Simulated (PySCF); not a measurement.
Species: C₆H₁₀FO (doublet state).
Numbering: `[CH3:1][C:2](=[O:3])[CH:4][C@H:5]([CH3:6])[CH2:7][F:8]` (hydrogens: H9, H10, H11 on C1; H12 on C4; H13 on C5; H14, H15, H16 on C6; H17, H18 on C7)

Geometry (GFN2-xTB, Å), atoms numbered from 1 in this order:
```
atom  x, y, z in Å
C1     2.8303   -0.5461    0.1240
C2     1.3949   -0.5593    0.6009
O3     1.0959   -0.8290    1.7648
C4     0.4096   -0.2271   -0.3763
C5    -1.0190   -0.1407   -0.0060
C6    -1.9486   -0.2709   -1.2083
C7    -1.2794    1.1898    0.7380
F8    -1.0273    2.2589   -0.0806
H9     2.9529   -1.2512   -0.6956
H10    3.4924   -0.8196    0.9404
H11    3.0921    0.4461   -0.2374
H12    0.7115    0.0398   -1.3766
H13   -1.2251   -0.9181    0.7415
H14   -1.7492   -1.1972   -1.7408
H15   -2.9868   -0.2731   -0.8846
H16   -1.8009    0.5636   -1.8900
H17   -0.6225    1.2800    1.6070
H18   -2.3297    1.2604    1.0368
```

The hyperfine couplings belong to this conformer and change with its torsions.

Level of theory: UKS B3LYP, pcH-1 on C F H O, non-relativistic, mean-field spin-orbit, GIAO in PySCF. Isolated species at its GFN2-xTB geometry (one conformer only). The geometry wasn't refined by DFT: couplings that depend on bond lengths, twists or pyramidal angles can differ widely from those at the functional's own minimum. Stability of the SCF solution: not tested.

The Mulliken spin populations are largest on C4 (+0.85), O3 (+0.28), C2 (-0.10) and C5 (-0.07). The positive populations add up to 1.21 and the negative ones to -0.21, together 2S = 1. The angles at C4 add up to 359.8°, so it is planar; its axial dipolar tensor and the negative coupling of its proton fit spin in a p orbital normal to that plane.

Find Q in a(H) = Q·ρ(C) for the protons on the planar carbons that carry spin.

| H | C | ρ(C) | a(H) (G) | a/ρ (G) |
| --- | --- | --- | --- | --- |
| H12 | C4 | +0.851 | -18.44 | -21.7 |

One proton gives one ratio, Q = -21.7 G, and no test of linearity. In every row coupling and population have opposite signs.

Couplings in gauss use g_iso = 2.0045.
